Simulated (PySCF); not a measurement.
C3H10Si2.
Bonds: C1–C2, C2–Si3, Si3–Si4, Si4–C5, C1–C5. Hydrogens: H6, H7 on C1; H8, H9 on C2; H10, H11 on Si3; H12, H13 on Si4; H14, H15 on C5.

Method used: PySCF, PBE0-D3(BJ)/def2-SVP geometry optimisation, gas phase.

(1) What internal coordinates does the optimisation give?

## Answers

(1) 
| bond | length (Å) | order |
| --- | --- | --- |
| C1–C2, C1–C5 | 1.536 | single |
| C2–Si3, Si4–C5 | 1.909 | single |
| Si3–Si4 | 2.346 | single |
| C1–H6, C1–H7 | 1.104 | single |
| C2–H8 and 3 like bonds | 1.103 | single |
| Si3–H10 and 3 like bonds | 1.496 | single |

Bonds in one row agree within 0.01 Å and their mean is given. Orders are formal, as drawn. A selection of angles:
| angle | degrees |
| --- | --- |
| C2–C1–C5 | 112.0 |
| C2–C1–H6 | 109.3 |
| H6–C1–H7 | 105.7 |
| C1–C2–Si3 | 109.1 |
| C1–C2–H8 | 109.7 |
| C1–C2–H9 | 111.6 |
| Si3–C2–H8 | 107.8 |
| Si3–C2–H9 | 112.0 |
| H8–C2–H9 | 106.6 |
| C2–Si3–Si4 | 93.1 |
| C2–Si3–H10 | 111.5 |
| C2–Si3–H11 | 113.0 |
| Si4–Si3–H10 | 113.3 |
| Si4–Si3–H11 | 116.9 |
| H10–Si3–H11 | 108.4 |

Torsions: C5–C1–C2–Si3 52° (synclinal); C1–C2–Si3–Si4 -26° (synperiplanar); C2–Si3–Si4–C5 0° (synperiplanar); Si3–Si4–C5–C1 26° (synperiplanar); C2–C1–C5–Si4 -52° (synclinal).

The 5-membered ring C1–C2–Si3–Si4–C5 has internal angles of 93.0° to 112.0°; it is puckered, 0.21 Å rms from its mean plane, widest ring torsion 52°. Si3 (SiH2 silicon) has angles from 93.1° to 116.9°.

Point group: Cs (tolerance 0.08 Å). No frequency check. The numbers are those of one conformer.
